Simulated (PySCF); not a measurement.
Input for PySCF: R-HF/3-21G on GeH5N (SMILES [NH2][GeH3]), a point of a torsion scan.

```python
from pyscf import gto, scf, dft, mp
from pyscf.data.elements import chemcore

mol = gto.M(
    atom='''
    N     1.07864161   -0.16134036   -0.16134414
    Ge   -0.69658184    0.10562629   -0.00190667
    H     1.67697151    0.64606446   -0.23749436
    H     1.52465302   -0.85942766    0.41310626
    H    -0.97272337    1.48183181   -0.50461106
    H    -1.38609525   -0.92558526   -0.83485385
    H    -1.19622299   -0.01089415    1.41256968
    ''',
    basis='3-21g',
    charge=0, spin=0, verbose=3, max_memory=1800)
mf = scf.RHF(mol)
mf.conv_tol = 1e-8
mf.max_cycle = 100
mf.kernel()
if not mf.converged:
    mf = mf.newton().run(mf.mo_coeff, mf.mo_occ)
```

**Question.** What total energy does the run end on?

**Answer.** -2122.3773 hartree.
